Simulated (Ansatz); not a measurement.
Correlation energies of ClH6NO2Si2, SMILES `O[SiH](O)N[SiH2]Cl` by basis set

```json
{"atom": "O1", "x (Å)": "0.098", "y (Å)": "-1.478", "z (Å)": "-1.072"}
{"atom": "Si2", "x (Å)": "-0.851", "y (Å)": "-0.145", "z (Å)": "-1.010"}
{"atom": "O3", "x (Å)": "-0.581", "y (Å)": "0.714", "z (Å)": "-2.368"}
{"atom": "N4", "x (Å)": "-0.440", "y (Å)": "0.676", "z (Å)": "0.455"}
{"atom": "Si5", "x (Å)": "0.893", "y (Å)": "0.350", "z (Å)": "1.472"}
{"atom": "Cl6", "x (Å)": "0.756", "y (Å)": "-1.539", "z (Å)": "2.323"}
{"atom": "H7", "x (Å)": "0.157", "y (Å)": "-2.029", "z (Å)": "-0.287"}
{"atom": "H8", "x (Å)": "-2.303", "y (Å)": "-0.408", "z (Å)": "-1.023"}
{"atom": "H9", "x (Å)": "0.327", "y (Å)": "0.885", "z (Å)": "-2.623"}
{"atom": "H10", "x (Å)": "-1.128", "y (Å)": "1.317", "z (Å)": "0.824"}
{"atom": "H11", "x (Å)": "2.167", "y (Å)": "0.333", "z (Å)": "0.725"}
{"atom": "H12", "x (Å)": "0.907", "y (Å)": "1.325", "z (Å)": "2.584"}
```

The species carries charge 0 and has multiplicity 1. The geometry is a stationary point of PBE0-D4/def2-TZVP. It is one conformer, not always the lowest. Frozen core, restricted reference, Ansatz. CBS rows extrapolate triple and quadruple zeta; past MP2 they add the triple-zeta difference.

```csv
basis,HF (Eh),MP2 corr.
def2-TZVPP,-1245.40343,-1.11918
def2-QZVPP,-1245.44544,-1.21341
```

Task: Estimate the CCSD correlation energy and the (T) correction in each basis where they were run (hartree).

Result: 
| basis | CCSD corr. | (T) |
| --- | --- | --- |
| def2-TZVPP | -1.16599 | -0.04386 |
| CBS(def2) | -1.33003 | as TZ |
